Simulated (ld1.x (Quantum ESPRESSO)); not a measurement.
Reading a pseudo-wave (N (Z = 7))

Columns: radius, all-electron u(r) and pseudo u(r) of the 2p shell (level -7.09 eV) of nitrogen in the configuration [He] 2s2 2p3; PBE, scalar-relativistic, PAW scheme, ld1.x (Quantum ESPRESSO) 7.5.

```json
{"r (bohr)": "0.108", "all-electron": "0.0827", "pseudo": "0.0112"}
{"r (bohr)": "0.215", "all-electron": "0.2360", "pseudo": "0.0435"}
{"r (bohr)": "0.322", "all-electron": "0.3907", "pseudo": "0.0945"}
{"r (bohr)": "0.430", "all-electron": "0.5231", "pseudo": "0.1613"}
{"r (bohr)": "0.538", "all-electron": "0.6254", "pseudo": "0.2386"}
{"r (bohr)": "0.645", "all-electron": "0.6988", "pseudo": "0.3202"}
{"r (bohr)": "0.752", "all-electron": "0.7466", "pseudo": "0.4013"}
{"r (bohr)": "0.860", "all-electron": "0.7726", "pseudo": "0.4775"}
{"r (bohr)": "0.968", "all-electron": "0.7809", "pseudo": "0.5436"}
{"r (bohr)": "1.075", "all-electron": "0.7755", "pseudo": "0.5959"}
{"r (bohr)": "1.182", "all-electron": "0.7602", "pseudo": "0.6330"}
{"r (bohr)": "1.290", "all-electron": "0.7374", "pseudo": "0.6544"}
{"r (bohr)": "1.398", "all-electron": "0.7097", "pseudo": "0.6604"}
{"r (bohr)": "1.505", "all-electron": "0.6790", "pseudo": "0.6530"}
{"r (bohr)": "1.612", "all-electron": "0.6464", "pseudo": "0.6349"}
{"r (bohr)": "1.720", "all-electron": "0.6127", "pseudo": "0.6088"}
{"r (bohr)": "1.828", "all-electron": "0.5788", "pseudo": "0.5781"}
{"r (bohr)": "1.935", "all-electron": "0.5456", "pseudo": "0.5456"}
{"r (bohr)": "2.042", "all-electron": "0.5131", "pseudo": "0.5132"}
{"r (bohr)": "2.150", "all-electron": "0.4815", "pseudo": "0.4815"}
{"r (bohr)": "2.258", "all-electron": "0.4511", "pseudo": "0.4511"}
{"r (bohr)": "2.365", "all-electron": "0.4223", "pseudo": "0.4223"}
{"r (bohr)": "2.472", "all-electron": "0.3950", "pseudo": "0.3950"}
{"r (bohr)": "2.580", "all-electron": "0.3689", "pseudo": "0.3689"}
{"r (bohr)": "2.688", "all-electron": "0.3442", "pseudo": "0.3442"}
{"r (bohr)": "2.795", "all-electron": "0.3212", "pseudo": "0.3212"}
```

How many radial nodes do the two functions have?

The all-electron 2p function has n − l − 1 = 0; the pseudo-wave has 0.

At about which radius was the pseudo-wave matched?

2.15 bohr. The columns agree to 0.0005 from 1.94 bohr on; several derivatives are matched, so the curves merge somewhat inside the radius.

Where does each function peak?

Outermost all-electron maximum near 0.97 bohr, pseudo maximum near 1.40 bohr (to the table’s step).

Is the pseudo-wave norm-conserving?

No, it belongs to a PAW set: the norm inside the radius is not constrained, and the difference is carried by the augmentation charge.
